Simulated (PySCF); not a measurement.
Calculation: PBE-D3(BJ)/def2-TZVP // PBE0-D3(BJ)/def2-TZVP (PySCF). Gas-phase values, no solvent. 

Reference species (SMILES): `[GeH4]` (neutral, multiplicity 1).

```yaml
HOMO–LUMO gap: 8.53 eV
```

Changed species: `[Cl][GeH3]` (1 of 4 H replaced by Cl; the reference has 0 of 4 H replaced by Cl).

Problem. Give the shifts of the HOMO–LUMO gap.

Solution. the HOMO–LUMO gap decreases by 2.34 eV, to 6.19 eV.
